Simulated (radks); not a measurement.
Values are calculated unless marked as measured or tabulated.
The mercury ion Hg56+, 24 electrons, occupied as [Ar] 3d6 (the NIST ground configuration). Level of theory: Dirac Kohn-Sham, PBE, spin-unpolarised, spherical densities, finite nucleus; open shells are shared between the two j in proportion to 2j + 1; Fermi nuclear charge, rms radius 5.4648 fm (a radial shooting solver on a logarithmic mesh with Libxc functionals).

Unscreened Slater integrals over Kohn-Sham orbitals (cm^-1). Large and small components are both included. Empty in this configuration: 4s1/2.

integral,value
"F0(3d5/2,3d5/2)",1266500
"F2(3d5/2,3d5/2)",654620
"F4(3d5/2,3d5/2)",423430
"F0(3d5/2,3d3/2)",1283600
"F2(3d5/2,3d3/2)",659720
"G2(3d5/2,3d3/2)",644700
"G4(3d5/2,3d3/2)",416780
"F0(3d5/2,3p3/2)",1170400
"F2(3d5/2,3p3/2)",558680
"G1(3d5/2,3p3/2)",583030
"G3(3d5/2,3p3/2)",393030
"F0(3d5/2,3p1/2)",1225700
"G3(3d5/2,3p1/2)",435470
"F0(3d5/2,4s1/2)",732670
"G2(3d5/2,4s1/2)",71104
"F0(3d3/2,3d3/2)",1301600
"F2(3d3/2,3d3/2)",666020
"F0(3d3/2,3p3/2)",1183600
"F2(3d3/2,3p3/2)",556280
"G1(3d3/2,3p3/2)",569830
"G3(3d3/2,3p3/2)",383960
"F0(3d3/2,3p1/2)",1241100
"G1(3d3/2,3p1/2)",665510
"F0(3d3/2,4s1/2)",736610
"G2(3d3/2,4s1/2)",70279
"F0(3p3/2,3p3/2)",1115200
"F2(3p3/2,3p3/2)",554710
"F0(3p3/2,3p1/2)",1159400
"G2(3p3/2,3p1/2)",555060
"F0(3p3/2,4s1/2)",716670
"G1(3p3/2,4s1/2)",75581
"F0(3p1/2,3p1/2)",1212100
"F0(3p1/2,4s1/2)",729210
"G1(3p1/2,4s1/2)",76678
"F0(4s1/2,4s1/2)",586780
